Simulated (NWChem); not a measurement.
Everything below was run with NWChem. System: HClSi, charge 0, spin multiplicity 1, at a geometry optimised with B3LYP/def2-SVP. The structure started from a generated list of species. Level: CCSD(T)/def2-TZVP, 10 core orbitals frozen.

Job file:

```
start mol
memory heap 100 mb stack 700 mb global 1900 mb
geometry units angstroms nocenter noautoz
  Si    -0.752358    -0.821805     0.000000
  H      0.323690    -1.922101     0.000000
  Cl     0.600548     0.789846     0.000000
  symmetry group Cs
end
basis spherical
  * library def2-tzvp
end
scf
  rhf
  nopen 0
  maxiter 100
  thresh 1e-7
  semidirect memsize 60000000 filesize 0
end
tce
  freeze core 10
  ccsd(t)
  2eorb
  2emet 13
  thresh 1e-6
  maxiter 100
  tilesize 24
end
task tce energy
```

Part of the output:

```
             Northwest Computational Chemistry Package (NWChem) 7.3.0
             --------------------------------------------------------

                                NWChem Input Module
                                -------------------

 Scaling coordinates for geometry "geometry" by  1.889725989
 (inverse scale =  0.529177249)

 Turning off AUTOSYM since
 SYMMETRY directive was detected!

                             Geometry "geometry" -> ""
                             -------------------------

 Output coordinates in angstroms (scale by  1.889725989 to convert to a.u.)

  No.       Tag          Charge          X              Y              Z
 ---- ---------------- ---------- -------------- -------------- --------------
    1 Si                  14.0000    -0.75235800    -0.82180500     0.00000000
    2 H                    1.0000     0.32369000    -1.92210100     0.00000000
    3 Cl                  17.0000     0.60054800     0.78984600     0.00000000

 Effective nuclear repulsion energy (a.u.)      67.9667757630

            Nuclear Dipole moment (a.u.)
            ----------------------------
        X                 Y               Z
 ---------------- ---------------- ----------------
    -0.0000113384     0.0000207870     0.0000000000

      Symmetry information
      --------------------

 Group name             Cs
 Group number              2
 Group order               2
 No. of unique centers     3

      Symmetry unique atoms

     1    2    3


 Summary of "ao basis" -> "" (spherical)
 ------------------------------------------------------------------------------
       Tag                 Description            Shells   Functions and Types
 ---------------- ------------------------------  ------  ---------------------
 *                         def2-tzvp                  on all atoms

 Summary of "ao basis" -> "ao basis" (spherical)
 ------------------------------------------------------------------------------
       Tag                 Description            Shells   Functions and Types
 ---------------- ------------------------------  ------  ---------------------
 Si                        def2-tzvp                13       37   5s5p2d1f
 H                         def2-tzvp                 4        6   3s1p
 Cl                        def2-tzvp                13       37   5s5p2d1f

                                 NWChem SCF Module
                                 -----------------

  ao basis        = "ao basis"
  functions       =    80
  atoms           =     3
  closed shells   =    16
  open shells     =     0
  charge          =   0.00
  wavefunction    = RHF
  use symmetry    = T
  symmetry adapt  = T

 Summary of "ao basis" -> "ao basis" (spherical)
 ------------------------------------------------------------------------------
       Tag                 Description            Shells   Functions and Types
 ---------------- ------------------------------  ------  ---------------------
 Si                        def2-tzvp                13       37   5s5p2d1f
 H                         def2-tzvp                 4        6   3s1p
 Cl                        def2-tzvp                13       37   5s5p2d1f

      Symmetry analysis of basis
      --------------------------

        a'         55
        a"         25

 Forming initial guess at       0.0s

      Superposition of Atomic Density Guess
      -------------------------------------

 Sum of atomic energies:        -748.81290830

      Non-variational initial energy
      ------------------------------

 Total energy =    -748.954320
 1-e energy   =   -1171.402379
 2-e energy   =     354.481283
 HOMO         =      -0.232032
 LUMO         =      -0.069662

      Symmetry analysis of molecular orbitals - initial
      -------------------------------------------------

  Numbering of irreducible representations:

     1 a'          2 a"

  Orbital symmetries:

     1 a'          2 a'          3 a'          4 a'          5 a'
     6 a"          7 a'          8 a'          9 a'         10 a"
    11 a'         12 a'         13 a'         14 a"         15 a'
    16 a'         17 a"         18 a'         19 a'         20 a'
    21 a'         22 a"         23 a'         24 a"         25 a'
    26 a'

 Starting SCF solution at       0.3s

 ----------------------------------------------
         Quadratically convergent ROHF

 Convergence threshold     :          1.000E-07
 Maximum no. of iterations :          100
 Final Fock-matrix accuracy:          1.000E-09
 ----------------------------------------------

              iter       energy          gnorm     gmax       time
             ----- ------------------- --------- --------- --------
                 1     -749.0030093448  4.82D-01  1.18D-01      0.3
                 2     -749.0256961836  1.56D-01  3.63D-02      0.4
                 3     -749.0284319049  1.04D-02  3.04D-03      0.4
                 4     -749.0284544330  9.55D-05  2.42D-05      0.5
                 5     -749.0284544349  3.65D-09  8.62D-10      0.6

       Final RHF  results
       ------------------

         Total SCF energy =   -749.028454434916
      One-electron energy =  -1172.163722585329
      Two-electron energy =    355.168492387367
 Nuclear repulsion energy =     67.966775763046

        Time for solution =      0.2s

       Symmetry analysis of molecular orbitals - final
       -----------------------------------------------

  Numbering of irreducible representations:

     1 a'          2 a"

  Orbital symmetries:

     1 a'          2 a'          3 a'          4 a'          5 a"
[...]
    16 a'         17 a"         18 a'         19 a'         20 a'
    21 a"         22 a'         23 a'         24 a"         25 a'
    26 a'

             Final eigenvalues
             -----------------

              1
    1 -104.8278
    2  -68.8413
    3  -10.5570
    4   -8.0234
    5   -8.0227
    6   -8.0224
    7   -6.1846
    8   -4.2864
    9   -4.2860
   10   -4.2848
   11   -1.0920
   12   -0.6704
   13   -0.5174
   14   -0.4761
   15   -0.4710
   16   -0.3502
   17    0.0060
   18    0.1057
   19    0.1602
   20    0.2569
   21    0.2895
   22    0.2914
   23    0.3137
   24    0.3263
   25    0.3569
   26    0.3626

                       ROHF Final Molecular Orbital Analysis
                       -------------------------------------

 Vector   14  Occ=2.000000D+00  E=-4.760766D-01  Symmetry=a"
              MO Center=  5.1D-01,  6.8D-01,  1.1D-16, r^2= 1.3D+00
   Bfn.  Coefficient  Atom+Function         Bfn.  Coefficient  Atom+Function
  ----- ------------  ---------------      ----- ------------  ---------------
    60      0.522755  3 Cl pz                63      0.337887  3 Cl pz
    57      0.237797  3 Cl pz                51     -0.190208  3 Cl pz

 Vector   15  Occ=2.000000D+00  E=-4.709546D-01  Symmetry=a'
              MO Center=  3.1D-01,  4.1D-01, -2.7D-16, r^2= 2.2D+00
   Bfn.  Coefficient  Atom+Function         Bfn.  Coefficient  Atom+Function
  ----- ------------  ---------------      ----- ------------  ---------------
    59      0.461312  3 Cl py                62      0.293745  3 Cl py
    56      0.210544  3 Cl py                58     -0.188067  3 Cl px
     4      0.171032  1 Si s                 50     -0.168080  3 Cl py
     5      0.162087  1 Si s

 Vector   16  Occ=2.000000D+00  E=-3.502218D-01  Symmetry=a'
              MO Center= -7.9D-01, -7.2D-01, -1.2D-15, r^2= 2.8D+00
   Bfn.  Coefficient  Atom+Function         Bfn.  Coefficient  Atom+Function
  ----- ------------  ---------------      ----- ------------  ---------------
     5      0.428494  1 Si s                  4      0.359235  1 Si s
    15     -0.337145  1 Si px                58      0.235465  3 Cl px
    61      0.209868  3 Cl px                 3     -0.207385  1 Si s
    18     -0.189033  1 Si px                39     -0.177181  2 H  s
    40     -0.165833  2 H  s

 Vector   17  Occ=0.000000D+00  E= 5.967622D-03  Symmetry=a"
              MO Center= -7.2D-01, -8.3D-01, -5.4D-16, r^2= 3.6D+00
   Bfn.  Coefficient  Atom+Function         Bfn.  Coefficient  Atom+Function
  ----- ------------  ---------------      ----- ------------  ---------------
    20      0.704855  1 Si pz                17      0.339691  1 Si pz
    63     -0.254713  3 Cl pz

 Vector   18  Occ=0.000000D+00  E= 1.056937D-01  Symmetry=a'
              MO Center= -8.9D-01, -8.3D-01, -5.0D-15, r^2= 5.2D+00
   Bfn.  Coefficient  Atom+Function         Bfn.  Coefficient  Atom+Function
  ----- ------------  ---------------      ----- ------------  ---------------
    19      1.216277  1 Si py                48     -0.731926  3 Cl s
    40      0.541812  2 H  s                 61      0.351702  3 Cl px
    18      0.261885  1 Si px                62      0.258904  3 Cl py
    16      0.177651  1 Si py

 Vector   19  Occ=0.000000D+00  E= 1.602462D-01  Symmetry=a'
              MO Center= -8.6D-01, -7.9D-01,  3.0D-15, r^2= 5.7D+00
   Bfn.  Coefficient  Atom+Function         Bfn.  Coefficient  Atom+Function
  ----- ------------  ---------------      ----- ------------  ---------------
    40      2.054264  2 H  s                 18     -1.464375  1 Si px
     5     -1.455938  1 Si s                 19      0.729096  1 Si py
    48      0.408818  3 Cl s                 62     -0.382877  3 Cl py
     4     -0.275924  1 Si s                  3      0.176979  1 Si s

 center of mass
 --------------
 x =   0.00821530 y =   0.07952310 z =   0.00000000

 moments of inertia (a.u.)
 ------------------
         158.270552585020        -118.724697369515           0.000000000000
        -118.724697369515         101.962140598412           0.000000000000
           0.000000000000           0.000000000000         260.232693183432

  Mulliken analysis of the total density
  --------------------------------------

    Atom       Charge   Shell Charges
 -----------   ------   -------------------------------------------------------
    1 Si  14    13.63   2.00  0.59  1.38  1.09  0.69  4.10  1.74  0.41  1.01  0.36  0.08  0.15  0.03
    2 H    1     1.05   0.23  0.56  0.24  0.01
    3 Cl  17    17.32   2.01  0.45  1.52  1.08  0.87  4.18  1.69  1.07  2.88  1.54  0.01  0.03  0.00

       Multipole analysis of the density wrt the origin
       ------------------------------------------------

     L   x y z        total         open         nuclear
     -   - - -        -----         ----         -------
     0   0 0 0     -0.000000      0.000000     32.000000

     1   1 0 0     -0.249727      0.000000     -0.000011
     1   0 1 0     -0.489681      0.000000      0.000021
     1   0 0 1      0.000000      0.000000      0.000000

     2   2 0 0    -21.890929      0.000000     50.568254
     2   1 1 0      0.456245      0.000000     57.485938
     2   1 0 1     -0.000000      0.000000      0.000000
     2   0 2 0    -20.004483      0.000000     84.831078
     2   0 1 1      0.000000      0.000000      0.000000
     2   0 0 2    -18.005766      0.000000      0.000000

                   NWChem Extensible Many-Electron Theory Module
                   ---------------------------------------------


            General Information
            -------------------
      Number of processors :     1
         Wavefunction type : Restricted Hartree-Fock
          No. of electrons :    32
           Alpha electrons :    16
            Beta electrons :    16
           No. of orbitals :   160
            Alpha orbitals :    80
             Beta orbitals :    80
        Alpha frozen cores :    10
         Beta frozen cores :    10
     Alpha frozen virtuals :     0
      Beta frozen virtuals :     0
         Spin multiplicity : singlet
    Number of AO functions :    80
       Number of AO shells :    30
        Use of symmetry is : on
      Symmetry adaption is : on
         Schwarz screening : 0.10D-09

          Correlation Information
          -----------------------
          Calculation type : Coupled-cluster singles & doubles w/ perturbation
   Perturbative correction : (T)
            Max iterations :      100
        Residual threshold : 0.10D-05
     T(0) DIIS level shift : 0.00D+00
     L(0) DIIS level shift : 0.00D+00
     T(1) DIIS level shift : 0.00D+00
     L(1) DIIS level shift : 0.00D+00
     T(R) DIIS level shift : 0.00D+00
     T(I) DIIS level shift : 0.00D+00
   CC-T/L Amplitude update :  5-th order DIIS
                I/O scheme : Global Array Library
        L-threshold :  0.10D-05
        EOM-threshold :  0.10D-05
 no EOMCCSD initial starts read in
 TCE RESTART OPTIONS
 SLICE:      F
 D4D5:       F
 quantumc:   F
 qrotation:  F
 pwtce:      F
 qducc:      F
 nacto:                         0
 nrotv:                         0
 nrot:                          0

            Memory Information
            ------------------
          Available GA space size is     249030400 doubles
          Available MA space size is     104852820 doubles

 Maximum block size supplied by input
 Maximum block size        24 doubles

 tile_dim =     22

 -------------------------------------------------
   1    alpha     a'     5 doubles       0       1
   2    alpha     a"     1 doubles       5       2
   3    beta      a'     5 doubles       6       1
   4    beta      a"     1 doubles      11       2
   5    alpha     a'    21 doubles      12       5
   6    alpha     a'    21 doubles      33       6
   7    alpha     a"    22 doubles      54       7
   8    beta      a'    21 doubles      76       5
   9    beta      a'    21 doubles      97       6
  10    beta      a"    22 doubles     118       7

 Global array virtual files algorithm will be used

 Parallel file system coherency ......... OK

 4-electron integrals stored in orbital form

 v2    file size   =          3356770
 4-index algorithm nr.  13 is used
 imaxsize =       30
 imaxsize ichop =        0


CCSD iterations
 ---------------------------------------------------------
 Iter          Residuum       Correlation     Cpu    Wall
 ---------------------------------------------------------
    1   0.1424995390510  -0.2819641336253     0.1     0.1
    2   0.0403844346598  -0.3071028109315     0.1     0.1
    3   0.0159074068552  -0.3140118725932     0.1     0.1
    4   0.0075112448191  -0.3160210378701     0.1     0.1
    5   0.0039054231692  -0.3168292701821     0.1     0.1
    6   0.0011779241859  -0.3174231284635     0.1     0.1
    7   0.0005876739681  -0.3174743191071     0.1     0.1
    8   0.0003489355325  -0.3174849997925     0.1     0.1
    9   0.0002192002859  -0.3174887199672     0.1     0.1
   10   0.0001385610702  -0.3174940681383     0.1     0.1
   11   0.0000197368770  -0.3175011638851     0.1     0.1
   12   0.0000088358628  -0.3175025078618     0.1     0.1
   13   0.0000050103633  -0.3175028884316     0.1     0.1
   14   0.0000030480968  -0.3175029433960     0.1     0.1
   15   0.0000018851853  -0.3175029602175     0.1     0.1
   16   0.0000003306965  -0.3175029360958     0.1     0.1
 -----------------------------------------------------------------
 Iterations converged
 CCSD correlation energy / hartree =        -0.317502936095837
 CCSD total energy / hartree       =      -749.345957371011878

 Singles contributions

 Doubles contributions
 CCSD(T)
 Using plain CCSD(T) code
             total no. of tasks           74
 total no. of tasks / no. procs           74
                         wl_min         9702           4.6
                         wl_max      1270500          10.4
        thresh for no. of tasks           74

 CCSD[T]  correction energy / hartree =        -0.013683992215508
 CCSD[T] correlation energy / hartree =        -0.331186928311345
 CCSD[T] total energy / hartree       =      -749.359641363227411
 CCSD(T)  correction energy / hartree =        -0.013425104023340
 CCSD(T) correlation energy / hartree =        -0.330928040119177
 CCSD(T) total energy / hartree       =      -749.359382475035204

 Task  times  cpu:        6.3s     wall:        6.3s

 Total times  cpu:        6.3s     wall:        6.3s
```
